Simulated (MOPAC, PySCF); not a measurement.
C3H9In, SMILES `[CH3][In]([CH3])[CH3]`, neutral singlet in the gas phase. 

Z-matrix (Å, degrees):
```
In
C 1 2.1834
H 2 1.0971 1 111.71
H 2 1.0993 3 109.05 1 121.64
H 2 1.0996 3 108.91 4 117.13
C 1 2.1840 2 120.66 3 -1.82
H 6 1.0977 1 111.14 2 -26.24
H 6 1.0979 7 109.45 1 122.97
H 6 1.1003 7 108.13 8 117.40
C 1 2.1846 2 119.92 3 177.90
H 10 1.0971 1 111.64 2 -6.85
H 10 1.0990 11 109.17 1 121.93
H 10 1.0997 11 108.78 12 117.17
```
Charge 0, spin multiplicity 1.

All levels are single points at this geometry (PBE-D3(BJ)/def2-TZVP); Pople sets use spherical d functions. Orbital energies aren't observables, and empty levels follow the basis.

M06-2X/6-31G* (LANL2DZ on In) in PySCF gives HOMO (eV) = -7.91.

Problem. Estimate the HOMO (eV) from each of these levels: PBE-D3(BJ)/def2-TZVP in PySCF; BP86/6-31G* (LANL2DZ on In) in PySCF; SVWN5/6-31G* (LANL2DZ on In) in PySCF; HF/6-31G* (LANL2DZ on In) in PySCF; PM3 in MOPAC.

Solution. 
| level | HOMO (eV) |
|---|---|
| PBE-D3(BJ)/def2-TZVP in PySCF | -5.84 |
| BP86/6-31G* (LANL2DZ on In) in PySCF | -5.69 |
| SVWN5/6-31G* (LANL2DZ on In) in PySCF | -5.63 |
| HF/6-31G* (LANL2DZ on In) in PySCF | -9.60 |
| PM3 in MOPAC | -10.33 |
